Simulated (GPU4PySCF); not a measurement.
N-phenylbenzimidazole (C13H10N2), SMILES n1(-c2ccccc2)cnc2ccccc21. Atoms are numbered in the order given.

```xyz
25

C      4.0027    -0.3596    -0.6806
C      3.0160    -1.2597    -1.0691
C      1.7072    -1.0998    -0.6345
C      1.3805    -0.0190     0.1833
N      0.0558     0.1481     0.6410
C     -0.3253     0.4571     1.9321
N     -1.6143     0.5363     2.1009
C     -2.1500     0.2752     0.8517
C     -3.4823     0.2515     0.4438
C     -3.7483    -0.0152    -0.8902
C     -2.7140    -0.2447    -1.8101
C     -1.3799    -0.2275    -1.4263
C     -1.1216     0.0231    -0.0833
C      2.3634     0.8913     0.5690
C      3.6727     0.7108     0.1432
H      5.0239    -0.4917    -1.0189
H      3.2677    -2.1019    -1.7039
H      0.9413    -1.8170    -0.9045
H      0.4201     0.5799     2.7056
H     -4.2748     0.4440     1.1576
H     -4.7754    -0.0408    -1.2362
H     -2.9613    -0.4375    -2.8480
H     -0.5865    -0.3902    -2.1459
H      2.0927     1.7435     1.1821
H      4.4347     1.4206     0.4448
```
Charge 0, spin multiplicity 1.

The structure is a stationary point at r2SCAN-D4/def2-TZVP. One conformer was computed; it need not be the lowest.

Two levels are set side by side: PBE/pcSseg-1 (GPU4PySCF) and B3LYP/pcSseg-1 (GPU4PySCF). GIAO shifts against NH3 (¹⁵N), TMS (¹H), TMS (¹³C) at the same level; non-relativistic, no solvent, atoms listed together averaged. Differences are taken from unrounded values.

```tsv
quantity	B3LYP
δ(¹³C) of C1 (ppm)	133.6
δ(¹³C) of C2, C15 (ppm)	136.9
δ(¹³C) of C3, C14 (ppm)	130.2
δ(¹³C) of C4 (ppm)	145.7
δ(¹⁵N) of N5 (ppm)	204.2
δ(¹³C) of C6 (ppm)	148.0
δ(¹⁵N) of N7 (ppm)	300.8
δ(¹³C) of C8 (ppm)	153.2
δ(¹³C) of C9 (ppm)	129.2
δ(¹³C) of C10 (ppm)	129.4
δ(¹³C) of C11 (ppm)	130.1
δ(¹³C) of C12 (ppm)	114.7
δ(¹³C) of C13 (ppm)	140.0
δ(¹H) of H16 (ppm)	7.54
δ(¹H) of H17, H25 (ppm)	7.71
δ(¹H) of H19 (ppm)	7.82
δ(¹H) of H20 (ppm)	8.11
δ(¹H) of H21 (ppm)	7.53
δ(¹H) of H22 (ppm)	7.48
δ(¹H) of H23 (ppm)	7.76
```

Question: What does PBE give, and how far is it from B3LYP? (The exact figures need the calculation; the answer reports its results.)

Answer: 
| quantity | PBE | PBE minus B3LYP |
|---|---|---|
| δ(¹³C) of C1 (ppm) | 130.8 | -2.7 |
| δ(¹³C) of C2, C15 (ppm) | 134.1 | -2.8 |
| δ(¹³C) of C3, C14 (ppm) | 127.2 | -3.0 |
| δ(¹³C) of C4 (ppm) | 142.0 | -3.6 |
| δ(¹⁵N) of N5 (ppm) | 208.5 | 4.3 |
| δ(¹³C) of C6 (ppm) | 142.7 | -5.2 |
| δ(¹⁵N) of N7 (ppm) | 294.4 | -6.5 |
| δ(¹³C) of C8 (ppm) | 149.7 | -3.5 |
| δ(¹³C) of C9 (ppm) | 126.3 | -2.9 |
| δ(¹³C) of C10 (ppm) | 126.9 | -2.5 |
| δ(¹³C) of C11 (ppm) | 127.0 | -3.0 |
| δ(¹³C) of C12 (ppm) | 111.9 | -2.8 |
| δ(¹³C) of C13 (ppm) | 136.2 | -3.8 |
| δ(¹H) of H16 (ppm) | 7.56 | 0.02 |
| δ(¹H) of H17, H25 (ppm) | 7.73 | 0.02 |
| δ(¹H) of H19 (ppm) | 7.74 | -0.07 |
| δ(¹H) of H20 (ppm) | 8.07 | -0.04 |
| δ(¹H) of H21 (ppm) | 7.57 | 0.04 |
| δ(¹H) of H22 (ppm) | 7.50 | 0.02 |
| δ(¹H) of H23 (ppm) | 7.77 | 0.01 |
